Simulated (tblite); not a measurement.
C7H13 (doublet state).
Geometry (GFN2-xTB, Å), atoms numbered from 1 in this order:
```
atom  x, y, z in Å
C1    -0.6570    1.8100   -1.0540
C2    -0.4856    0.4973   -0.3951
C3    -1.6025   -0.3268    0.1369
C4    -0.9695   -1.7054    0.3485
C5     0.4857   -1.3829    0.6861
C6     0.8291   -0.1832   -0.2105
C7     1.9165    0.7146    0.3876
H8    -0.1392    2.6058   -0.5086
H9    -0.2402    1.8055   -2.0670
H10   -1.7109    2.0719   -1.1154
H11   -2.4631   -0.3548   -0.5386
H12   -1.9690    0.0732    1.0945
H13   -1.4613   -2.2824    1.1307
H14   -1.0151   -2.2758   -0.5808
H15    1.1497   -2.2310    0.5239
H16    0.5625   -1.0810    1.7323
H17    1.2072   -0.5487   -1.1807
H18    1.5749    1.1500    1.3244
H19    2.1664    1.5195   -0.2990
H20    2.8163    0.1348    0.5818
```

Calculated harmonic vibrations of the isolated species, GFN2-xTB (tblite), most abundant isotopes, no scaling. This tight-binding method is rough: wavenumbers can miss measured ones by several per cent, in bad cases by 10 to 20. One conformer, not necessarily the lowest. Open shells enter through the occupations alone, without spin polarisation, and single modes of such species can be off by tens of per cent. The optimisation stopped once no atom felt more than 0.01 eV/Å.

Lowest wavenumbers of the output (negative numbers stand for imaginary wavenumbers):
```
mode    cm-1
  1     -37.3
  2      68.8
  3     142.8
  4     203.2
  5     238.6
  6     262.1
  7     360.3
  8     451.8
```

Task: Is this structure a minimum?

Result: Not by this Hessian. 1 mode is imaginary beyond 20i (37i cm⁻¹), so at this level the point lies at or near a first-order saddle. The curvature is small, so loose convergence or finite differences may be the whole cause.

Task: Which atoms move in the imaginary mode?

Result: 37i: H9 (hydrogen on carbon) 35 %, H8 (hydrogen on carbon) 31 %, H10 (hydrogen on carbon) 18 %. These are shares of the mass-weighted motion.

Task: What is the remedy?

Result: Step along that mode in both directions, optimise again with tighter thresholds and repeat the frequencies. The zero-point energy of this point (112.6 kcal/mol) counts the 53 real modes alone, and thermal corrections from it aren't those of a minimum.
